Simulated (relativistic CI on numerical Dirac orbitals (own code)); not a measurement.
Sensitivity of the levels of W IX to α and to the nuclear radius

Method of calculation: Dirac-Coulomb-Breit CI, KLI orbitals optimised for each configuration, derivatives by finite differences, unscaled Slater integrals, QED left out (own radial code, finite nucleus).

CI space (outside the closed core [Kr] 4d10): 4f14 5s2 5p4, 4f13 5s2 5p5, 4f14 5s 5p5, 4f14 5s2 5p3 5d, 4f14 5p6, 4f14 5s2 5p2 5d2, 4f14 5s2 5p 5d3. Double excitations out of closed p, d and f shells are left out; levels of such configurations are missing from the list, as are those of other unlisted configurations, and high levels can miss mixing partners.

With x = (α/α₀)² − 1 an excitation energy changes as ω = ω₀ + qx; K = 2q/ω₀ is the relative enhancement. Terms are leading LS components, so labels can repeat. The field-shift factor is F = δν/δ⟨r²⟩ for the transition from the lowest level.

Lowest level 4f14 5s2 5p4 3P_2.

| Level | ω₀ (cm⁻¹) | q (cm⁻¹) | F (GHz/fm²) |
| --- | --- | --- | --- |
| 4f13 5s2 5p5 3F_4 | 18091 | -85380 | 22.1 |
| 4f13 5s2 5p5 1F_3 | 19036 | -85370 | 22.1 |
| 4f14 5s2 5p4 1S_0 | 21780 | 7575 | -4.18 |
| 4f13 5s2 5p5 3G_5 | 23299 | -86960 | 22.3 |
| 4f13 5s2 5p5 3F_3 | 33507 | -70890 | 23 |
| 4f13 5s2 5p5 1D_2 | 34913 | -75030 | 20.4 |
| 4f13 5s2 5p5 3D_2 | 40225 | -71730 | 22.9 |
| 4f13 5s2 5p5 3G_4 | 47029 | -70380 | 23 |
| 4f13 5s2 5p5 3D_1 | 49206 | -70500 | 23.2 |
| 4f14 5s2 5p4 3P_1 | 86567 | 117500 | -17.4 |
| 4f14 5s2 5p4 1D_2 | 101591 | 107600 | -14.7 |
| 4f13 5s2 5p5 3D_3 | 119906 | 32200 | 5.05 |
| 4f13 5s2 5p5 1G_4 | 122615 | 32900 | 4.96 |
| 4f13 5s2 5p5 3G_3 | 133003 | 47540 | 5.98 |
| 4f13 5s2 5p5 1D_2 | 144979 | 52980 | 4.43 |
| 4f14 5s2 5p4 3P_0 | 195678 | 232200 | -37.6 |
| 4f14 5s 5p5 3P°_2 | 323677 | 127600 | -216 |
| 4f14 5s 5p5 3P°_1 | 341490 | 85540 | -122 |
| 4f14 5s2 5p3 5d 3F°_2 | 354622 | 18400 | 1.55 |
| 4f14 5s2 5p3 5d 5D°_3 | 358130 | 22380 | 5.94 |
| 4f14 5s2 5p3 5d 5D°_0 | 358442 | 26450 | 2.25 |
| 4f14 5s2 5p3 5d 5D°_4 | 367324 | 31660 | 6.51 |
| 4f14 5s2 5p3 5d 5D°_1 | 378192 | 94200 | -92.5 |

At this charge configurations can still be misplaced by up to about 7 % of their energy. Levels and lines within the n = 5 or 6 shells can be off by up to 10 % or somewhat more, and those that change n by about 2 %, since core polarisation is missing. Levels that differ in their count of f electrons can be misplaced by several ten thousand cm⁻¹, since the correlation energy of f electrons is missing or only estimated; rates across such gaps can be off by orders of magnitude.

**Question.** Which transition from the lowest level has the largest |K|?

**Answer.** 4f13 5s2 5p5 3F_4 at 18091 cm⁻¹, K = -9.44.
